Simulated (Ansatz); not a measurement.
Reaction (formal exchange of groups at a B–Al bond): `[BH2][AlH2]` + `C=CC(=C)Cl` → `B/C=C(\Cl)C=C` + `[AlH3]`

Program: Ansatz. Geometries: PBE0-D4/def2-TZVP. ΔE: electronic, gas phase. CCSD(T)/CBS is the MP2 limit (def2-TZVPP, def2-QZVPP) plus CCSD(T) − MP2 in def2-TZVPP, frozen cores. This one scheme is used for every species. DFT in def2-TZVPP. One conformer a species, not always the lowest.

Task: Is it downhill or uphill in electronic energy at CCSD(T)/CBS, and by how much? (An estimate is asked.)

Result: The calculation gave: Downhill: ΔE = -0.58 eV.

Task: What do these levels give: ωB97X-V, MP2/def2-TZVPP, CCSD(T)/def2-TZVPP, HF/def2-QZVPP, MP2/def2-QZVPP, SCS-MP2/def2-QZVPP? (Estimate.)

Result: The calculation gave: ωB97X-V -0.57, MP2/def2-TZVPP -0.71, CCSD(T)/def2-TZVPP -0.59, HF/def2-QZVPP -0.55, MP2/def2-QZVPP -0.71, SCS-MP2/def2-QZVPP -0.66 eV.

Largest T1 diagnostic among the species: 0.011.

In def2-TZVPP, CCSD(T) changes the Hartree–Fock value by −0.04 eV (the triples alone add −0.04 eV) and MP2 by −0.16 eV. The D4 term adds −0.05 eV with B3LYP and −0.03 eV with PBE0; it sums over pairs of atoms, weighted by their polarisabilities, and B3LYP, whose exchange is more repulsive, gets the larger term.

B3LYP here is the variant with VWN-RPA as its local correlation; programs differ in this.
